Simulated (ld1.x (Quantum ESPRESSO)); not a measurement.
## Pseudopotential generation for B (Z = 5): TM, PBEsol, scalar-relativistic.

Input for ld1.x (Quantum ESPRESSO) 7.5:

```
&input
   title='B', zed=5., rel=1, dft='PBESOL', iswitch=3,
   config='[He] 2s1 2p0',
   nld=2, rlderiv=2.85, eminld=-4.0, emaxld=5.0, deld=0.02
 /
 &inputp
   pseudotype=2, tm=.true., lloc=0,
   nlcc=.false.,
   file_pseudopw='B.UPF', file_wfcaegen='ae.wfc', file_wfcncgen='nc.wfc', file_beta='beta', file_chi='chi'
 /
2
2P  2  1   0.00   0.00  2.60  2.60  0.0
2S  1  0   1.00   0.00  0.90  0.90  0.0
 &test
   configts(1)='2s1 2p0'
 /
```

Command:

```bash
ld1.x < B.in > B.out
```

Output (shortened: banner, matrices, multipoles, cross overlaps and the repeated all-electron block are left out):

```
Program LD1 v.7.5
     --------------------------- All-electron run ----------------------------

     B
     scalar relativistic calculation

     atomic number is  5.00
     dft =PBESOL   lsd =0 sic =0 latt =0  beta=0.20 tr2=1.0E-14
     Exchange-correlation= PBESOL
                           (   1   4  10   8   0   0   0)
     mesh =1059 r(mesh) = 101.04461 a.u. xmin = -7.00 dx = 0.01250
     1 Ry =  13.60569312 eV, c = 137.03599908

     n l     nl                  e(Ry)          e(Ha)          e(eV)
     1 0     1S 1( 2.00)       -15.4362        -7.7181      -210.0200
     2 0     2S 1( 1.00)        -2.2990        -1.1495       -31.2789
     2 1     2P 1( 0.00)        -1.8573        -0.9286       -25.2696

     final scf error:  7.5E-15 reached in  17 iterations

     Etot =     -46.484682 Ry,     -23.242341 Ha,    -632.456312 eV

     Ekin =      46.367339 Ry,      23.183670 Ha,     630.859792 eV
     Encl =    -101.815771 Ry,     -50.907885 Ha,   -1385.274135 eV
     Eh   =      15.101233 Ry,       7.550617 Ha,     205.462744 eV
     Exc  =      -6.137483 Ry,      -3.068742 Ha,     -83.504712 eV

     normalization and overlap integrals

     s(1S/1S) =  1.000000  <r> =   0.3289  <r2> =    0.1467  r(max) =   0.2103
     s(2S/2S) =  1.000000  <r> =   1.6463  <r2> =    3.1780  r(max) =   1.3883
     s(2P/2P) =  1.000000  <r> =   1.6003  <r2> =    3.1135  r(max) =   1.2720

     ------------------------ End of All-electron run ------------------------

     --------------------- Generating NC pseudopotential ---------------------

      Generating local pot.: lloc=0, matching radius rcloc =   0.9000

      Wfc   2P  rcut= 2.626  Using Troullier-Martins method

     ------------------- End of pseudopotential generation -------------------

     Computing logarithmic derivative in   2.84861
     Computing logarithmic derivative in   2.84861
     Computing the partial wave expansion
       no projector for channel:   0
     R is outside the sphere for l=    1 j= 0.00

     ---------------------- Testing the pseudopotential ----------------------

     B
     scalar relativistic calculation

     atomic number is  5.00   valence charge is  3.00
     dft =PBESOL   lsd =0 sic =0 latt =0  beta=0.20 tr2=1.0E-14
     mesh =1059 r(mesh) = 101.04461 xmin = -7.00 dx = 0.01250

     n l     nl             e AE (Ry)        e PS (Ry)    De AE-PS (Ry)
     1 0     2S   1( 1.00)       -2.29896       -2.29895       -0.00001
     2 1     2P   1( 0.00)       -1.85728       -1.85728        0.00000

     eps = 6.9E-15  iter = 13

     Etot =     -46.484682 Ry,     -23.242341 Ha,    -632.456312 eV
     Etotps =    -2.710691 Ry,      -1.355346 Ha,     -36.880831 eV

     Ekin =       0.851817 Ry,       0.425909 Ha,      11.589561 eV
     Encl =      -3.643154 Ry,      -1.821577 Ha,     -49.567634 eV
     Ehrt =       0.546389 Ry,       0.273195 Ha,       7.434002 eV
     Ecxc =      -0.465743 Ry,      -0.232872 Ha,      -6.336759 eV

     ---------------------- End of pseudopotential test ----------------------
```

Generation and configuration tests took about 1.8 s on one core of a shared server CPU.
